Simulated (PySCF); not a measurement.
C₂H₆ClInO. Atoms are numbered in the order given.

```xyz
11

In     0.2549     0.2704     0.1211
Cl    -1.7569    -0.6125     1.0751
C      0.9251    -0.4381    -1.8232
C      0.0414    -1.5421    -2.3978
H      1.9744    -0.7632    -1.6716
H      0.9531     0.4654    -2.4660
H     -1.0086    -1.2125    -2.5291
H      0.0192    -2.4405    -1.7490
H      0.4146    -1.8635    -3.3941
O      1.0874     1.6416     1.3474
H      0.5252     1.7244     2.1435
```
Charge 0, spin multiplicity 1.

Geometry optimised at PBE-D3(BJ)/def2-SVP. The def2 effective core potentials stand for the cores of In; spin–orbit coupling is left out. The values are those of a single conformer.

Method: PBE-D3(BJ)/def2-SVP (PySCF 2.14.0).

Frequencies are harmonic and unscaled.

A small imaginary wavenumber (i) marks a very flat motion, where grid noise or a shallow saddle decides the sign.

Computed normal modes with their intensities:
| mode | ν (cm⁻¹) | IR (km/mol) | moving atoms (share of kinetic energy) |
|---|---|---|---|
| 1 | 11i | 0.2 | H 47 %, C 36 %, O 14 % |
| 2 | 51 | 0.9 | C 35 %, Cl 30 %, H 14 %, In 13 % |
| 3 | 94 | 3.7 | O 32 %, In 30 %, H 22 %, C 9 % |
| 4 | 112 | 17.7 | O 57 %, Cl 22 %, In 12 %, H 9 % |
| 5 | 218 | 2.4 | H 83 %, C 12 % |
| 6 | 233 | 3.3 | C 62 %, H 22 %, In 12 % |
| 7 | 322 | 94.8 | H 92 % |
| 8 | 335 | 35.1 | Cl 78 %, In 19 % |
| 9 | 462 | 17.2 | C 66 %, H 21 %, In 9 % |
| 10 | 579 | 66.9 | O 82 %, In 14 % |
| 11 | 633 | 13.6 | H 83 %, C 17 % |
| 12 | 810 | 69.3 | H 93 % |
| 13 | 914 | 0.4 | H 92 %, C 8 % |
| 14 | 936 | 7.7 | H 83 %, C 17 % |
| 15 | 1030 | 4.6 | C 75 %, H 25 % |
| 16 | 1137 | 42.9 | H 69 %, C 31 % |
| 17 | 1196 | 2.0 | H 76 %, C 24 % |
| 18 | 1349 | 3.4 | H 83 %, C 17 % |
| 19 | 1389 | 1.5 | H 89 %, C 11 % |
| 20 | 1419 | 3.5 | H 97 % |
| 21 | 1421 | 8.9 | H 97 % |
| 22 | 2964 | 25.9 | H 97 % |
| 23 | 3001 | 4.8 | H 95 % |
| 24 | 3046 | 9.5 | H 91 %, C 9 % |
| 25 | 3055 | 0.1 | H 90 %, C 10 % |
| 26 | 3074 | 11.2 | H 90 %, C 10 % |
| 27 | 3696 | 49.7 | H 94 % |
